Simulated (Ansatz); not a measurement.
Two structures of GaAsH₆, closed shell, reached by relaxing down either side of one saddle point (PBE0-D4/def2-TZVP). Energies are electronic, without zero-point energy. Ansatz 0.2.0; basis: def2-TZVPP and def2-QZVPP; cores frozen in the correlated methods. Filled d shells of the heavier atoms are correlated. The def2 sets are not built for correlating such inner shells, so the correlated values are less sure here. Extrapolation: Hartree–Fock as exp(−7.88 √X), correlation as X^−2.97. First:

| atom | x (Å) | y (Å) | z (Å) |
| --- | --- | --- | --- |
| Ga1 | -0.9683 | -0.6443 | -0.7285 |
| H2 | -0.1982 | -1.0693 | -2.0320 |
| H3 | -1.0998 | -1.6630 | 0.4573 |
| H4 | -1.7642 | 0.7072 | -0.7068 |
| H5 | 1.1468 | 0.0919 | -0.4092 |
| As6 | 1.5977 | 0.8569 | 0.8469 |
| H7 | 0.4170 | 1.8114 | 0.7871 |
| H8 | 0.8691 | -0.0908 | 1.7851 |

Second:

```
8
angstrom
Ga -0.7446 -0.2118 -0.0077
H 0.1087 -1.0475 -2.1278
H -1.0514 -1.7195 0.3022
H -1.7059 0.6454 -0.9048
H 0.7415 -0.7454 -1.8527
As 1.2252 0.8242 0.9579
H 0.4530 2.0824 1.3242
H 0.9736 0.1721 2.3087
```

Question: Which bonds change from the first to the second?

Answer: AsH₃ + GaH₃ → GaAsH₄ ([GaH2][AsH2]) + H₂; bonds formed: Ga1–As6, H2–H5; bonds broken: Ga1–H2, H5–As6.

Question: Give the saddle point's structure and its height above each. (To be estimated.)

Answer: The calculation gives: 88.8 kJ/mol above the first and 128.0 kJ/mol above the second (CCSD(T) at an estimated basis limit (MP2 extrapolated from triple and quadruple zeta, plus CCSD(T) − MP2 in triple zeta)).
| atom | x (Å) | y (Å) | z (Å) |
| --- | --- | --- | --- |
| Ga1 | -0.8898 | -0.4555 | -0.3998 |
| H2 | 0.2140 | -0.7786 | -1.6619 |
| H3 | -1.0798 | -1.7610 | 0.4073 |
| H4 | -1.7789 | 0.7319 | -0.8366 |
| H5 | 0.7763 | -0.2277 | -0.8658 |
| As6 | 1.4102 | 0.7046 | 0.6461 |
| H7 | 0.4331 | 1.8489 | 0.8511 |
| H8 | 0.9150 | -0.0627 | 1.8596 |

T1 diagnostic: at most 0.014. The start structure is not quite a true minimum (one mode of 62i cm⁻¹). The end structure is not quite a true minimum (one mode of 44i cm⁻¹).

Labels in which every atom is bracketed show which atoms are joined, not bond orders.

For scale, one of the runs: CCSD(T)/def2-TZVPP, 180 basis functions (an equivalent command: `ansatz run in.yaml --threads 4`). Time: 39 s of wall clock on 4 CPU threads; the host was shared. Peak host memory: 1.7 GiB.
